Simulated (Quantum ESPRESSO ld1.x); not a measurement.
Species: Ti. Configuration: [Ar] 3d2 4s2 (the NIST ground configuration). Method: scalar-relativistic Kohn-Sham, relativistic LDA (MacDonald-Vosko exchange, VWN5 correlation), spin-unpolarised, spherical densities, point nucleus; computed with ld1.x of Quantum ESPRESSO 7.5.

Unscreened Slater integrals over Kohn-Sham orbitals (eV). Empty in this configuration: 4p.

F0(3d,3d): 16.016
F2(3d,3d): 7.0846
F4(3d,3d): 4.3493
F0(3d,4s): 8.7431
G2(3d,4s): 1.5116
F0(3d,3p): 18.708
F2(3d,3p): 8.4813
G1(3d,3p): 10.535
G3(3d,3p): 6.2751
F0(3d,3s): 19.237
G2(3d,3s): 7.8511
F0(3d,4p): 6.6883
F2(3d,4p): 1.5273
G1(3d,4p): 0.87572
G3(3d,4p): 0.63808
F0(4s,4s): 7.0519
F0(4s,3p): 9.1480
G1(4s,3p): 0.53663
F0(4s,3s): 9.2002
G0(4s,3s): 0.37238
F0(4s,4p): 5.8784
G1(4s,4p): 3.5813
F0(3p,3p): 22.627
F2(3p,3p): 11.298
F0(3p,3s): 23.412
G1(3p,3s): 15.506
F0(3p,4p): 6.8777
F2(3p,4p): 0.99495
G0(3p,4p): 0.23124
G2(3p,4p): 0.26053
F0(3s,3s): 24.286
F0(3s,4p): 6.9036
G1(3s,4p): 0.27513
F0(4p,4p): 5.1626
F2(4p,4p): 2.6455

Derived for the open shells (J is the average intra-shell exchange parameter used in DFT+U). 3d: Racah B = F2/49 - 5 F4/441 = 0.09527 eV, C = 35 F4/441 = 0.3452 eV, C/B = 3.62, F4/F2 = 0.614, J = (F2 + F4)/14 = 0.8167 eV.
